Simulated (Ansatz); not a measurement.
Basis-set extrapolation for AlF3H3P (`[F][Al-]([F])([F])[PH3+]`) (PBE0-D4/def2-TZVP geometry, frozen core, Ansatz). Multiplicity 1, RHF reference.

|  | def2-TZVPP | def2-QZVPP |
| --- | --- | --- |
| HF | -883.132620 | -883.165937 |
| MP2 correlation | -0.996066 | -1.089763 |
| CCSD(T) correlation | -1.051436 | not run |

Energies in hartree. Use E(X) = E(∞) + A·exp(−7.88·√X) for Hartree–Fock and E(X) = E(∞) + B·X^(−2.97) for correlation, with X = 3 and 4, and add CCSD(T) minus MP2 of the smaller set to the MP2 limit.

What is the CCSD(T) energy at the basis-set limit?

HF limit: -883.165937 + (-0.033317) × 0.13774 = -883.17053. MP2 limit: -1.089763 + (-0.093697) × 0.74074 = -1.15917. Higher-order term: -1.051436 − (-0.996066) = -0.05537. Total: -884.38507 hartree, 126.1 kcal/mol below CCSD(T)/def2-TZVPP.
